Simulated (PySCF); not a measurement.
Static response to an electric field

Compound: C₆H₉OPS.
Cartesian coordinates in Å at the PBE0-D3(BJ)/def2-SVP level; atoms count from 1:
```
atom  x, y, z in Å
C1     2.7789   -0.2966   -1.0389
C2     1.9135   -0.2609   -0.1878
P3     0.7052   -0.2254    1.1133
S4     1.4106   -0.5250    2.8945
C5    -0.1562    1.3606    0.8180
C6    -0.8766    1.3848   -0.5278
O7    -1.7987    0.3391   -0.6676
C8    -1.2176   -0.9309   -0.7816
C9    -0.5635   -1.3990    0.5159
H10    3.5495   -0.3305   -1.7891
H11    0.5795    2.1741    0.9084
H12   -0.8715    1.4567    1.6507
H13   -1.4472    2.3208   -0.6230
H14   -0.1348    1.3629   -1.3518
H15   -2.0279   -1.6229   -1.0560
H16   -0.4744   -0.9465   -1.6045
H17   -1.3029   -1.4591    1.3310
H18   -0.0954   -2.3896    0.4107
```

Level: B3LYP/def2-SVPD (PySCF), static field, nuclei fixed, core orbitals frozen in the response. The polarisability tensor in these axes (au):

```
x   119.79  -2.69   0.74
y    -2.69 102.98  -3.51
z     0.74  -3.51 133.22
```

**Question.** What are the eigenvalues, a third of the trace, and Δα (Δα² = ½Σ(αi − αj)² over the three pairs)?

**Answer.** Principal values 102.20, 120.09 and 133.70 au; mean 118.66 au = 17.58 Å³ = 19.56 × 10⁻⁴⁰ C²·m²/J; Δα = 27.36 au (23 % of the mean).

**Question.** What is the dipole moment, and where does it point?

**Answer.** (-0.67, 0.55, -4.18) D, 4.27 D in size, pointing from the negative to the positive side. Measured along this direction, the outermost atoms are S4 at the negative end and H16 and H14 at the positive end.

**Question.** Find the Langevin capture rate constant for H3O+ (19.018 u) meeting this molecule (160.011 u), k = 2.342 × 10⁻⁹ cm³/s × √(α in Å³ / reduced mass in u).

**Answer.** The reduced mass is 17.00 u, so k = 2.38 × 10⁻⁹ cm³/s. The formula leaves out the permanent dipole, which adds to the capture rate.

**Question.** What depolarisation ratio follows for Rayleigh scattering of linearly polarised light, taking the static tensor?

**Answer.** ρ = 3Δα²/(45ᾱ² + 4Δα²) = 2246.0/(633630 + 2994.7) = 0.00353.

**Question.** Along which axes do the principal values lie, and how far do the nuclei extend along each?

**Answer.** Largest value along (0.08, -0.12, 0.99), where the nuclei span 4.55 Å; middle along (0.99, -0.14, -0.09), 5.47 Å; least along (0.15, 0.98, 0.11), 4.64 Å. 

**Question.** Estimate the molar refractivity from the static electronic polarisability.

**Answer.** Lorentz–Lorenz: R = (4π/3)N_A α = 2.5225 cm³/(mol·Å³) × 17.58 Å³ = 44.4 cm³/mol, in the limit of long wavelengths.

One conformer (not necessarily the lowest) at the PBE0-D3(BJ)/def2-SVP geometry, without solvent, vibrations or thermal averaging.
